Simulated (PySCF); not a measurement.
States of one metal complex from SC-NEVPT2 in the d shell, PySCF, above the ground state:

```csv
2S+1,degeneracy,energy / cm⁻¹,f (electric dipole)
3,1,0,–
3,1,9341,2.6e-08
3,1,9502,1.3e-09
3,1,9532,1.1e-08
3,1,15800,7.5e-09
3,1,15976,2.1e-10
3,1,16189,2.0e-09
1,1,16762,–
1,1,16770,–
1,1,25228,–
1,1,25404,–
1,1,25464,–
```

Which of these complexes, all computed at model or optimised geometries, gave the data?
A. [NiCl4]2- (d8, tetrahedral)
B. [Ni(H2O)6]2+ (d8, octahedral)
C. [Nb(NH3)4]3+ (d2, tetrahedral)
D. [Ti(H2O)5]2+ (d2, square pyramidal)

B. [Ni(H2O)6]2+ (d8, octahedral) has 3A2g-like, then 3T2g-like at 9341, 3T2g-like at 9502 cm⁻¹ (NEVPT2). The others: [NiCl4]2- (d8, tetrahedral) has 3B2 (from 3T1), then 3B1 (from 3T1) at 1469, 3A2 (from 3T1) at 1823 cm⁻¹ (NEVPT2); [Nb(NH3)4]3+ (d2, tetrahedral) has 3A2, then 1E at 8447, 3T2 at 15192 cm⁻¹ (NEVPT2); [Ti(H2O)5]2+ (d2, square pyramidal) has 3B2, then 3B1 at 1154, 3A2 at 3640 cm⁻¹ (NEVPT2).

The d shell alone is too small an active space for [Nb(NH3)4]3+ (an active orbital has only 0.64 squared overlap with the free ion's shell): its levels, fitted parameters, g values and moments show what this model gives and aren't sound predictions.

On [Ni(H2O)6]2+: NEVPT2 lifts 3T2g-like from 7347 to 9502 cm⁻¹; on the d shell alone it tends to overshoot states that fill the eg-type orbitals. The geometry optimisation stopped short of its thresholds.
